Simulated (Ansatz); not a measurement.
Consider the ligand exchange at the Si–C bond: `Br[SiH2]C1=CN1` + HBr → `Br[SiH2]Br` + `C1=CN1`.

Isolated molecules relaxed with PBE0-D4/def2-TZVP in Ansatz; ΔE leaves out vibrations. CCSD(T)/CBS is the MP2 limit (def2-TZVPP, def2-QZVPP) plus CCSD(T) − MP2 in def2-TZVPP, frozen cores. For Br outer-core shells are correlated without core-valence functions, which leaves a few kJ/mol of doubt a bond. Scalar relativity is left out up to krypton. One conformer a species, not always the lowest.

```csv
species,CCSD(T)/CBS(def2) energy (Eh)
`Br[SiH2]C1=CN1`,-2995.53136
HBr,-2573.91920
`Br[SiH2]Br`,-5437.00625
`C1=CN1`,-132.46664
```

(1) Work out ΔE.

Largest T1 diagnostic among the species: 0.011.

Results:

(1) ΔE = (-5437.00625) + (-132.46664) − (-2995.53136) − (-2573.91920) = -0.02233 Eh = -14.0 kcal/mol.

From PBE to PBE0 (25 % exact exchange), in def2-TZVPP and without D4, ΔE moves by −1.1 kcal/mol. Leaving LDA and LC-ωPBE aside and taking each functional with its dispersion term where it has one, the values, not all of them listed here, spread over 2.7 kcal/mol, from ωB97M-V to BLYP-D4. LDA lies +0.8 kcal/mol from PBE without D4. In def2-TZVPP, CCSD(T) changes the Hartree–Fock value by +2.8 kcal/mol (the triples alone add +0.6 kcal/mol) and MP2 by +2.4 kcal/mol.
